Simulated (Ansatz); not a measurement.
Born–Oppenheimer molecular dynamics of AlCl2H3SSi2 (9 atoms, charge 0, multiplicity 1). It goes on from the last frame of an earlier run, with new velocities.

All numbers below come from RKS BLYP/def2-SVP in Ansatz.

| Item | Value |
| --- | --- |
| ensemble | NVE (velocity Verlet) |
| time step | 0.5 fs |
| steps asked | 100 |
| starting velocities drawn for | 400 K |
| seed | 340337 |

First frame:

```xyz
9
Properties=species:S:1:pos:R:3
Al -0.261 -2.209 -0.194
Si 0.394 -0.145 0.970
S 1.974 1.069 -0.076
Si -0.113 1.690 -0.372
Cl -0.969 1.635 -2.304
Cl -0.494 3.545 0.476
H -0.799 -3.472 0.783
H -0.238 -2.333 -1.764
H 0.415 0.100 2.500
```

(1) How far do the bonds stretch over the last three quarters of this one trajectory? (Pairs bonded in most of those frames.)

## Answers

(1) 
```
   bond  mean (Å)  spread (Å)  shortest  longest
Al1–Si2     2.447       0.012      2.43     2.47
 Al1–H7     1.603       0.052      1.53     1.68
 Al1–H8     1.607       0.022      1.57     1.64
 Si2–S3     2.250       0.010      2.24     2.28
Si2–Si4     2.290       0.017      2.27     2.33
 Si2–H9     1.513       0.037      1.45     1.56
 S3–Si4     2.218       0.062      2.11     2.29
Si4–Cl5     2.129       0.012      2.11     2.14
Si4–Cl6     2.116       0.012      2.09     2.13
```

Mean temperature of the second half: 384 K. The conserved energy stayed within 0.044 meV per atom of its start (net change -0.024 meV per atom), so the integration is sound. A run of 0.05 ps of so small a system gives no equilibrium averages.

Time of the run: 5.6 min on 2 threads of Arm Neoverse N1 (shared host), peak memory 0.18 GiB.
